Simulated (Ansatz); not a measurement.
Cl3H2InSe (`[Cl][In-]([Cl])([Cl])[SeH2+]`), one more setting.

```yaml
crystal:
  periodic: [false, false, false]
  atoms:
    - {symbol: Cl, position_ang: [-1.510133, -2.177176, 1.389390]}
    - {symbol: In, position_ang: [0.178212, -1.095698, 0.229204]}
    - {symbol: Cl, position_ang: [2.099736, -0.489416, 1.391620]}
    - {symbol: Cl, position_ang: [0.387572, -1.508319, -2.050460]}
    - {symbol: Se, position_ang: [-0.917230, 1.514999, 0.000687]}
    - {symbol: H, position_ang: [0.361346, 2.112970, 0.412624]}
    - {symbol: H, position_ang: [-0.538303, 1.574640, -1.418766]}
basis:
  gaussian: {orbitals: STO-3G}
total_charge: -1
magnetization: {spin_polarized: false, initial_magnetization: 1}
hamiltonian: {xc: {name: rPW86-PBE}, dispersion: d4}
```

```sh
$ ansatz run in.yaml --threads 4 --pin off --events-out ev --progress --plain --max-ram 11315MiB
```

It prints (some lines left out):

```
Functional definition: rPW86-PBE
872 factors; integrals over basis functions are off by at most 4.1e-5 eV
mean field evaluation 1: about -256585.9521 eV, gradient 2.2e1 eV
mean field evaluation 2: about -256585.9351 eV, gradient 2.2e1 eV
mean field evaluation 4: about -256588.9005 eV, gradient 7.4e0 eV
mean field evaluation 8: about -256589.2371 eV, gradient 4.0e0 eV
mean field evaluation 16: about -256589.6939 eV, gradient 1.9e-2 eV
mean field -256589.69192398 eV, -9429.4972554663 hartree, gradient 5.2e-5 eV, S^2 0.750000; 10 other end points of the search recorded, 0 dependent functions left out
reference -256589.69199998 eV, -9429.4972582592 hartree; 69, 68 occupied and 5, 6 virtual orbitals, 872 factors
Total energy: -256590.02768614 eV, -9429.5095944983 hartree
```

It took 9 s on 4 threads of an Intel Xeon Platinum 8259CL on a shared host, with 0.48 GiB of host memory at the peak.
